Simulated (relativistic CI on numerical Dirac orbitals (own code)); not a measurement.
These numbers are calculated, not measured: Dirac-Coulomb-Breit CI, KLI orbitals optimised for each configuration, model QED, valence Slater integrals scaled by 0.9, P86 correlation estimate, and configurations built on the next ion tied to the tabulated ionisation energy (semi-empirical) (own radial code, finite nucleus).

Configuration list (outside the closed core [Ne]): 3s2.3p4, 3s2.3p3.3d, 3s2.3p3.4s, 3s2.3p3.4p, 3s2.3p3.4d, 3s2.3p3.5s, 3s2.3p3.4f, 3s.3p5, 3p6, 3s2.3p2.3d2, 3s.3p4.3d, 3p4.3d2, 3p5.3d, 3s.3p3.3d2, 3s2.3p2.3d.4s, 3s2.3p2.3d.4p, 3p5.4s, 3p5.4p, 3s.3p3.3d.4s, 3s.3p4.4s, 3s.3p3.3d.4p, 3s.3p4.4p, 3p4.3d.4s, 3s.3p4.4d. Levels of other configurations are missing.

Configurations that consist of the next ion and one excited electron were tied to the tabulated ionisation energy; Rydberg ones are usually within 1,000 to 3,000 cm⁻¹ and the lowest ones within about 6,000 (9,000 in d shells), while levels on excited terms of the next ion carry the error of that term, and the other configurations can be misplaced by 10,000 cm⁻¹ or more. Rates follow the energies as ν³ (E1, M1) or ν⁵ (E2), so rates, branching and lifetimes can be off by large factors.

Outline of the computed level scheme of Fe XI. Lowest level of each configuration: 3s2.3p4 3P_2 at 0.0000 eV; 3s.3p5 3P°_2 at 35.6687 eV; 3s2.3p3.3d 5D°_0 at 46.0553 eV.

Some strong electric-dipole decays among the lowest 45 levels: 3s2.3p3.3d 3D°_3 → 3s2.3p4 3P_2 (1.3e+11 s⁻¹); 3s2.3p3.3d 3P°_0 → 3s2.3p4 3P_1 (1.2e+11 s⁻¹); 3s2.3p3.3d 1D°_2 → 3s2.3p4 1D_2 (9.7e+10 s⁻¹); 3s2.3p3.3d 3D°_2 → 3s2.3p4 3P_1 (9.7e+10 s⁻¹); 3s2.3p3.3d 3P°_2 → 3s2.3p4 3P_2 (9.5e+10 s⁻¹); 3s2.3p3.3d 3P°_1 → 3s2.3p4 3P_2 (7.9e+10 s⁻¹); 3s2.3p3.3d 3D°_1 → 3s2.3p4 3P_0 (7.3e+10 s⁻¹); 3s2.3p3.3d 3D°_1 → 3s2.3p4 3P_1 (5.2e+10 s⁻¹).

LS names give the leading component of a level, which can be under half, so a name can repeat, a term be missing and a line seem to break the LS rules.
